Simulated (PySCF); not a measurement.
Electron correlation in Cu¹⁶⁺ (copper, charge +16)

[Ne] 3s2 3p1, 2P determinant. Computed with PySCF 2.14 in an even-tempered Gaussian basis (19 s from 1.1 bohr⁻², ratio 2.5; 12 p from 1.4 bohr⁻², ratio 2.5; 5 d from 7.1 bohr⁻², ratio 2.7; 4 f from 11 bohr⁻², ratio 2.7), with scalar relativity by spin-free X2C-1e. Frozen: 1s2; 11 electrons correlated; the 22 highest virtual orbitals of each spin left out.

```
  level  correlation energy (mhartree)
   CCSD                        -451.26
    (T)                          -2.27
CCSD(T)                        -453.53
```

Diagnostics: T1 = 0.0021, D1 = 0.0089, largest double amplitude 0.083.

Cost of the coupled-cluster step: roughly 40 core-seconds, for 11 correlated electrons.

Iterations:

```
CC2 = 0
CCSD nocc = (np.int64(6), np.int64(5)), nmo = (85, 85)
frozen orbitals [[0, 86, 87, 88, 89, 90, 91, 92, 93, 94, 95, 96, 97, 98, 99, 100, 101, 102, 103, 104, 105, 106, 107], [0, 86, 87, 88, 89, 90, 91, 92, 93, 94, 95, 96, 97, 98, 99, 100, 101, 102, 103, 104, 105, 106, 107]]
max_cycle = 100
direct = 0
conv_tol = 1e-08
conv_tol_normt = 1e-06
diis_space = 8
diis_start_cycle = 0
Init t2, MP2 energy = -0.42673060115293
Init E_corr(UCCSD) = -0.426730601153474
cycle = 1  E_corr(UCCSD) = -0.443399861437066  dE = -0.0166692603  norm(t1,t2) = 0.0278129
cycle = 2  E_corr(UCCSD) = -0.448583201179809  dE = -0.00518333974  norm(t1,t2) = 0.00990149
cycle = 3  E_corr(UCCSD) = -0.45127659714499  dE = -0.00269339597  norm(t1,t2) = 0.00366322
cycle = 4  E_corr(UCCSD) = -0.451259205343678  dE = 1.73918013e-05  norm(t1,t2) = 0.000194508
cycle = 5  E_corr(UCCSD) = -0.451260815003193  dE = -1.60965951e-06  norm(t1,t2) = 1.23368e-05
cycle = 6  E_corr(UCCSD) = -0.451260483930016  dE = 3.31073177e-07  norm(t1,t2) = 1.32822e-06
cycle = 7  E_corr(UCCSD) = -0.451260477344319  dE = 6.58569688e-09  norm(t1,t2) = 2.60332e-07
UCCSD converged
E(UCCSD) = -1525.453270540454  E_corr = -0.451260477344319
UCCSD(T) correction = -0.002271702615264
```
